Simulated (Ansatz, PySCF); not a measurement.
CH7FOSi2, SMILES O(C)[Si@@H](F)[SiH3].

Coordinates come from a B3LYP-D3(BJ)/def2-SVP optimisation. The structure was generated by enumeration; whether it is a known compound was not checked. Other conformers were not sampled.

Vertical ionisation energy (IE) and electron affinity (EA) in eV. Rows of orbital energies are one-electron estimates. Where ΔSCF, EOM or ADC give a negative EA the extra electron is unbound and the value depends on the basis.

```tsv
level	IE	EA
−ε(HOMO), −ε(LUMO), B3LYP/def2-TZVP (PySCF)	8.10	0.33
−ε(HOMO), −ε(LUMO), PBE/def2-TZVP (PySCF)	6.99	1.00
ΔSCF, CAM-B3LYP/def2-TZVPD (Ansatz), final states of multiplicity 2 and 2	10.48	-1.16
ΔSCF, PBE/def2-TZVPD (Ansatz), final states of multiplicity 2 and 2	9.84	-0.80
```

### Question
What vertical singlet–triplet gap does ΔSCF give with CAM-B3LYP/def2-TZVPD (Ansatz, a first-principles code) and with PBE/def2-TZVPD (Ansatz)? (Estimate from the structure and the level; the computed values follow.)

### Answer
6.12 and 5.53 eV (triplet above singlet where positive).
